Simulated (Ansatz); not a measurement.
## Swapping NH2 for OH on Hf: the mean Hf–N bond length

Gas-phase molecules. On one Hf centre, n of the NH2 ligands are replaced by OH. The mean Hf–N bond length (to NH2) y in Å at PBE0-D4/def2-TZVP. The shapes are optimised at that level. Flexible molecules stand in one conformer. Programs: Ansatz 0.2.0.

| molecule | n | y (Å) |
| --- | --- | --- |
| Hf(NH2)4 | 0 | 2.048 |
| Hf(NH2)3(OH) | 1 | 2.046 |
| Hf(NH2)2(OH)2 | 2 | ? |
| Hf(NH2)(OH)3 | 3 | 2.042 |

Q: Fit y = c + s·n to the known rows and predict Hf(NH2)2(OH)2.

A: 
1. Means of the 3 rows: n = 1.33333, y = 2.0453.
2. Σ(Δn)² = 4.6667, Σ(Δn·Δy) = -0.0093333, so the slope is -0.0093333/4.6667 = -0.002.
3. Intercept: 2.0453 − (-0.002) × 1.33333 = 2.0480. The largest residual of the fit is 0.0000.
4. Hf(NH2)2(OH)2: 2.0480 + (-0.002) × 2 = 2.044 Å.

The run gave 2.045 Å, so the prediction is off by -0.001 Å, at the rounding of the table. The step per swap drifts from -0.002 to -0.003 Å. For atoms past krypton def2 sets carry core potentials with scalar relativity.
